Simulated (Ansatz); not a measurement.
Two isomers of C3H11BO: A = `C[B-](C)(C)[OH2+]`, B = `C[OH+][BH-](C)C`.

Program: Ansatz. Geometries: PBE0-D4/def2-TZVP. ΔE: electronic, gas phase. CBS: MP2 limit from def2 TZ/QZ plus the TZ coupled-cluster correction, frozen cores. DFT in def2-TZVPP. B3LYP here is the variant with VWN-RPA as its local correlation; programs differ in this. One conformer a species, not always the lowest.

(1) Which isomer does CCSD(T)/CBS put lower? Give the gap. (Estimate.)

(2) Give E(B) − E(A) in kcal/mol with LDA (SPW92), CCSD/def2-TZVPP, PBE0-D4, HF/def2-TZVPP, B2PLYP, MP2/def2-TZVPP, B3LYP-D4. (Estimate.)

(3) Does the order hold for the free energy at 298.15 K (harmonic terms from PBE0-D4)? (Estimate.)

Largest T1 diagnostic: 0.010.

Answers

(1) The calculation gave: A, by 19.4 kcal/mol.

(2) Computed: LDA (SPW92) 18.6, CCSD/def2-TZVPP 18.7, PBE0-D4 19.2, HF/def2-TZVPP 16.2, B2PLYP 18.3, MP2/def2-TZVPP 20.2, B3LYP-D4 18.0. None reverses the order clearly.

(3) Computed: Yes: G(B) − G(A) = +20.9 kcal/mol, for one conformer each. Modes under 60 cm⁻¹, often nearly free rotors, make the harmonic entropy too high.

Leaving LDA and LC-ωPBE aside and taking each functional with its dispersion term where it has one, the values, not all of them listed here, spread over 2.3 kcal/mol, from CAM-B3LYP-D4 to B97M-V. At CCSD(T), def2-SVP lies −1.5 kcal/mol from the extrapolated value and def2-TZVPP −0.6 kcal/mol.
